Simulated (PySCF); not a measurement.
This PySCF input asks for the NMR shieldings of SMILES CO[SiH2]CC[Si@H](C)Cl, C4H13ClOSi2; the geometry comes from GFN2-xTB.

```python
import basis_set_exchange as bse
import numpy as np
from pyscf import gto, dft
from pyscf.prop import nmr

atoms = """
C     4.374940    0.472678    0.469603
O     2.994183    0.435317    0.652816
Si    1.859812    0.094238   -0.453636
C     0.242061    0.220119    0.515705
C    -0.958879   -0.079688   -0.380608
Si   -2.622415   -0.004550    0.543872
C    -4.073454   -0.294479   -0.646645
Cl   -2.827434    1.832967    1.377434
H     4.743028   -0.481704    0.086312
H     4.840429    0.677001    1.434119
H     4.650441    1.258637   -0.237293
H     1.904165    1.041568   -1.577003
H     2.052367   -1.254955   -1.007819
H     0.248356   -0.476269    1.355190
H     0.130189    1.216250    0.945207
H    -0.831745   -1.067759   -0.824919
H    -0.959074    0.624890   -1.214866
H    -2.649416   -0.979352    1.639657
H    -3.976686   -1.245728   -1.160044
H    -5.020290   -0.301715   -0.115044
H    -4.129497    0.484178   -1.402511
"""
names = dict.fromkeys(["C", "O", "Si", "Cl", "H"], "pcSseg-1")
basis = {el: gto.basis.parse(bse.get_basis(n, elements=[el], fmt="nwchem")) for el, n in names.items()}
mol = gto.M(atom=atoms, basis=basis, charge=0, verbose=0)
mf = dft.RKS(mol, xc="PBE0")
mf.grids.level = 2
mf.grids.alignment = dft.numint.BLKSIZE   # the property module wants whole blocks of grid points
mf.conv_tol = 1e-9
mf.kernel()

calc = nmr.RKS(mf)   # GIAO
C = mf.mo_coeff
Co = C[:, mf.mo_occ > 0]
resp = mf.gen_response(singlet=True, hermi=2)
def vind(x):   # induced exchange potential for any number of trial vectors
    d = np.einsum("pi,xij,qj->xpq", C, 2 * x.reshape(-1, C.shape[1], Co.shape[1]), Co, optimize=True)
    return np.einsum("xpq,pi,qj->xij", resp(d - d.transpose(0, 2, 1)), C, Co, optimize=True).ravel()
mo1, _ = nmr.rhf.solve_mo1(calc, with_cphf=vind)
sigma = calc.kernel(mo1)
for i, s in enumerate(sigma):   # ppm
    w = np.linalg.eigvalsh((s + s.T) / 2)
    print("%2d %-2s iso %8.1f  s11 %8.1f  s22 %8.1f  s33 %8.1f" % (i, mol.atom_pure_symbol(i), w.mean(), *w))
```

Q: What are the results?

A: 
```
 0 C  iso    132.8  s11    105.7  s22    106.9  s33    185.9
 1 O  iso    337.2  s11    298.2  s22    356.0  s33    357.4
 2 Si iso    363.3  s11    313.3  s22    336.3  s33    440.2
 3 C  iso    178.7  s11    168.3  s22    174.1  s33    193.5
 4 C  iso    175.7  s11    167.3  s22    177.7  s33    182.2
 5 Si iso    335.1  s11    291.8  s22    349.8  s33    363.6
 6 C  iso    184.2  s11    173.5  s22    184.5  s33    194.6
 7 Cl iso    987.1  s11    964.5  s22    976.8  s33   1020.1
 8 H  iso     28.1  s11     23.9  s22     25.7  s33     34.6
 9 H  iso     27.7  s11     23.2  s22     25.4  s33     34.5
10 H  iso     28.0  s11     23.8  s22     25.6  s33     34.6
11 H  iso     26.9  s11     23.6  s22     26.4  s33     30.9
12 H  iso     27.0  s11     23.5  s22     26.3  s33     31.0
13 H  iso     30.9  s11     25.5  s22     30.7  s33     36.5
14 H  iso     30.4  s11     24.0  s22     32.4  s33     34.9
15 H  iso     31.3  s11     25.3  s22     31.5  s33     37.2
16 H  iso     31.2  s11     26.1  s22     31.3  s33     36.2
17 H  iso     26.6  s11     23.7  s22     24.2  s33     31.8
18 H  iso     31.6  s11     26.8  s22     29.2  s33     39.0
19 H  iso     31.1  s11     26.5  s22     28.5  s33     38.5
20 H  iso     31.3  s11     27.4  s22     29.4  s33     37.2
```

These numbers come from an equivalent density-fitted implementation of the same equations, which agrees with the script to about 0.01 ppm for H and up to a few tenths of a ppm for heavy atoms, so last digits may differ.

Q: Turn these shieldings into chemical shifts. Referencing at the same level of theory: 13C (σ = 186.93 ppm) and 29Si (σ = 349.16 ppm) and 1H (σ = 31.72 ppm) vs TMS; H2O for 17O (σ = 336.08 ppm); 35Cl (σ = 949.78 ppm) against HCl.

A: Averaging equivalent atoms: C 0: 54.1; C 4: 11.2; C 3: 8.3; C 6: 2.7; O 1: -1.1; Si 5: 14.1; Si 2: -14.1; Cl 7: -37; H 17: 5.16; H 11: 4.77; H 12: 4.76; H 8/9/10: 3.79; H 14: 1.29; H 13: 0.78; H 16: 0.50; H 15: 0.38; H 18/19/20: 0.34 ppm. Experimental scales use liquid or dissolved standards, which lie at an offset from isolated H2O (liquid H2O: subtract about 36 ppm).

Size and cost of the density-fitted run: 222 basis functions, 75 s wall time on 1 thread of an Arm Neoverse N1, shared host; peak memory 1 GiB.
